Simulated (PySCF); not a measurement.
B(F)2(SiH3) (BF2H3Si), SMILES [SiH3]B(F)F.

The structure is a stationary point at TPSSh-D3(BJ)/def2-SVP.

Level of theory: PySCF with TPSSh-D3(BJ)/def2-SVP.

Frequencies are harmonic and unscaled.

| mode | ν (cm⁻¹) | IR (km/mol) | Raman (Å⁴/amu) | depolarisation | moving atoms (share of kinetic energy) |
|---|---|---|---|---|---|
| 1 | 9 | 0.0 | 0.1 | 0.75 | H 89 %, F 11 % |
| 2 | 195 | 1.6 | 0.1 | 0.75 | F 63 %, H 17 %, B 11 %, Si 8 % |
| 3 | 363 | 26.7 | 1.0 | 0.51 | H 45 %, B 31 %, F 16 % |
| 4 | 369 | 16.0 | 3.3 | 0.29 | F 44 %, Si 40 %, H 11 % |
| 5 | 583 | 33.8 | 8.2 | 0.75 | H 76 %, Si 13 %, F 9 % |
| 6 | 613 | 14.3 | 6.2 | 0.06 | F 71 %, B 18 % |
| 7 | 658 | 1.4 | 5.1 | 0.75 | B 48 %, H 40 %, Si 8 % |
| 8 | 900 | 191.2 | 9.2 | 0.75 | H 90 %, Si 8 % |
| 9 | 945 | 35.4 | 26.3 | 0.75 | H 97 % |
| 10 | 953 | 43.6 | 26.4 | 0.75 | H 97 % |
| 11 | 1244 | 224.5 | 2.0 | 0.16 | B 68 %, F 30 % |
| 12 | 1377 | 231.4 | 0.4 | 0.75 | B 73 %, F 27 % |
| 13 | 2248 | 49.1 | 190.9 | 0.09 | H 98 % |
| 14 | 2252 | 84.1 | 117.5 | 0.47 | H 96 % |
| 15 | 2268 | 94.8 | 106.0 | 0.43 | H 96 % |
